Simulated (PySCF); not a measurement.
Species: C5H7Si (charge -1, singlet). It need not be the lowest isomer of its formula. Whether it binds its extra electron was not tested at this geometry. SMILES: [SiH3]c1cc[cH-]c1
Geometry: optimised at B3LYP-D3(BJ)/def2-TZVP (Ansatz).

Dispersion corrections to the total energy (kcal/mol) from the dftd3 and dftd4 libraries through PySCF: D3(BJ) without and D4 with the three-body term, each with the damping fitted for the functional named.

```
functional  D3(BJ)      D4
----------  ------  ------
B3LYP       -13.43  -14.27
PW6B95       -4.02   -7.70
HSE06        -5.21   -6.99
B2PLYP       -6.33       …
BHLYP       -10.62  -10.51
revPBE           …  -28.19
TPSSh            …  -10.93
```

Problem. What belongs in the gaps?

Solution. 
- B2PLYP, D4: -6.23
- revPBE, D3(BJ): -19.03
- TPSSh, D3(BJ): -8.95
